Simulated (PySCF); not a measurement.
## Ru²⁺: ionisation energy

Ru²⁺ [Kr] 4d6 (5D) → Ru³⁺ [Kr] 4d5 (6S), as a difference of total energies. All numbers are calculated (PySCF 2.14, scalar relativity by spin-free X2C-1e, in x2c-TZVPPall with one added diffuse shell each of s, p, d, f type (9s7p7d3f1g, 95 functions)). Correlated levels: valence: [Kr] frozen. The calculations carry no spin-orbit coupling.

Task: Order these methods by the ionisation energy they give, lowest first.
A. SCS-MP2 (valence)
B. CCSD (valence)
C. UHF
D. CCSD(T) (valence)

Result: C (26.544 eV), B (27.780 eV), D (27.822 eV), A (28.014 eV).

A first-order spin-orbit estimate (lowest level to lowest level, LS coupling) adds 0.143 eV.

Errors of the correlated levels include the incompleteness of this basis and the frozen core.

For comparison: 28.47 eV (semi-empirical (NIST evaluation); NIST Atomic Spectra Database, ionization energies).
